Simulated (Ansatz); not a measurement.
Reaction (formal exchange of groups at a B–F bond): `CCB(F)Br` + `C#COC(C)O` → `CCB(O)Br` + `C#COC(C)F`

Isolated molecules relaxed with PBE0-D4/def2-TZVP in Ansatz; ΔE leaves out vibrations. CBS: MP2 limit from def2 TZ/QZ plus the TZ coupled-cluster correction, frozen cores. DFT in def2-TZVPP. For Br outer-core shells are correlated without core-valence functions, which leaves a few kJ/mol of doubt a bond. Scalar relativity is left out up to krypton. Each species was taken in one conformer, which may not be the lowest.

```
             level  ΔE (kJ/mol)  difference from CCSD(T)/CBS
            PBE-D4         17.5                         -0.5
           ωB97X-V         17.9                         -0.1
           ωB97M-V         17.3                         -0.7
            B2PLYP         19.6                          1.6
     HF/def2-TZVPP         20.6                          2.6
SCS-MP2/def2-TZVPP         18.9                          0.9
CCSD(T)/def2-TZVPP         18.8                          0.8
    MP2/def2-QZVPP         18.6                          0.6
SCS-MP2/def2-QZVPP         18.6                          0.6
    CCSD/CBS(def2)         18.3                          0.3
       CCSD(T)/CBS         18.0                            0
```

Largest T1 diagnostic among the species: 0.012.
